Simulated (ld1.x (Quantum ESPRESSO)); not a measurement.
u(r) = r·R(r): atom against pseudo-atom (samarium)

Columns: radius, all-electron u(r) and pseudo u(r) of the 5s shell (level -43.30 eV) of samarium in the configuration [Kr] 4d10 4f6 5s2 5p6 5d0 6s2 6p0; PBEsol, scalar-relativistic, TM scheme, ld1.x (Quantum ESPRESSO) 7.5.

```
r (bohr)  all-electron  pseudo
   0.163        0.3199  0.1387
   0.325       -0.1901  0.2766
   0.488       -0.5219  0.4151
   0.650       -0.1217  0.5511
   0.813        0.4131  0.6814
   0.975        0.7858  0.7943
   1.138        0.9641  0.8759
   1.300        0.9942  0.9090
   1.463        0.9337  0.8851
   1.625        0.8285  0.8104
   1.788        0.7068  0.7029
   1.950        0.5875  0.5872
   2.113        0.4782  0.4782
   2.275        0.3841  0.3841
   2.438        0.3046  0.3046
   2.600        0.2399  0.2399
   2.763        0.1873  0.1873
   2.925        0.1457  0.1457
   3.088        0.1128  0.1128
   3.250        0.0871  0.0871
   3.413        0.0670  0.0670
   3.575        0.0515  0.0515
   3.738        0.0394  0.0394
   3.900        0.0302  0.0302
   4.063        0.0231  0.0231
   4.225        0.0176  0.0176
```

(1) How many radial nodes do the two functions have?

(2) At about which radius was the pseudo-wave matched?

(3) Is the pseudo-wave norm-conserving?

Results:

(1) The all-electron 5s function has n − l − 1 = 4 (the table is too coarse to show those close to the nucleus); the pseudo-wave has 0, since the states of the same l below it are removed with the core.

(2) 2.15 bohr. The columns agree to 0.0005 from 1.95 bohr on; several derivatives are matched, so the curves merge somewhat inside the radius.

(3) Yes: the TM scheme keeps the norm inside the radius equal to the all-electron one, which fixes the energy derivative of the logarithmic derivative at the level.
